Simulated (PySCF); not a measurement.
# One molecule, a ladder of functionals, a line

Molecule: `[SiH2](C(=C)F)CCl`, C$_{3}$H$_{6}$ClFSi.

Mapped SMILES: `[CH2:1]=[C:2]([F:3])[SiH2:4][CH2:5][Cl:6]` (H(Xn): hydrogen on atom n). Ha(C1) is cis to F3; Hb(C1) is trans to F3.

GIAO shieldings (ppm, equivalent atoms averaged) in PySCF 2.14 on the PBE0-D3(BJ)/def2-SVP geometry, basis pcSseg-1, gas phase, non-relativistic:

```csv
functional,exact exchange (%),σ(F3),σ(Si4),σ(Cl6)
BLYP,0,240.4,372.4,883.0
BP86,0,240.1,381.5,895.9
PBE,0,237.3,382.3,894.7
B3LYP,20,264.9,383.4,911.5
mPW1PW91,25,269.2,394.2,926.4
BHandHLYP,50,296.1,400.3,947.8
HF,100,336.9,431.4,999.3
```

**Question.** Fit each shielding as a line in the percentage of exact exchange.

**Answer.** σ(F3) = 241.7 + 0.99 x (rms 3.4 ppm); σ(Si4) = 377.8 + 0.52 x (rms 4.0 ppm); σ(Cl6) = 892.4 + 1.09 x (rms 4.8 ppm). The functionals also differ in their semilocal parts, which the line can't hold; Hartree–Fock has no correlation at all.

**Question.** What does the line predict for PBE0 (25 %), and what does the run give?

**Answer.** σ(F3): 266.4 predicted, 267.6 computed; σ(Si4): 390.8 predicted, 395.7 computed; σ(Cl6): 919.6 predicted, 928.2 computed ppm.
